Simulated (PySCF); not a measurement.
Orbital picture of BeS

CAM-B3LYP at R = 1.755 Å; PySCF, no relativity, basis sets Be def2-SVP, S def2-SVP. State: ¹Σ⁺ (singlet), closed shell. Only the outer orbitals are listed, counted within each symmetry.

```
orbital  occ.  ε (eV)  on Be (%)   main shells (%)
     5σ     2  -19.51         15    84 S s, 8 Be s
     6σ     2   -9.81         29   63 S p, 24 Be s
     2π     2   -7.98         23   77 S p, 22 Be p
     2π     2   -7.98         23   77 S p, 22 Be p
     7σ     0   -3.06         92  48 Be s, 44 Be p
     3π     0    0.73         78   78 Be p, 21 S p
     3π     0    0.73         78   78 Be p, 21 S p
```

Problem. Which are the highest filled and the lowest empty level, where do they sit, and how wide is the gap?

Solution. Highest filled 2π at -7.98 eV (in %: 77 S p, 22 Be p); lowest empty 7σ at -3.06 eV (in %: 48 Be s, 44 Be p); the gap at CAM-B3LYP is 4.92 eV.

- bond order (Mayer): 2.45
- ⟨S²⟩: 0.000
- charge on Be (Mulliken, basis-dependent): 0.22
- charge on Be (Löwdin, basis-dependent): 0.06
- dipole moment (positive dipole means Be(−)S(+)): -5.16 D
- polarisability along the bond: 48.9 bohr³
- polarisability across the bond: 34.4 bohr³
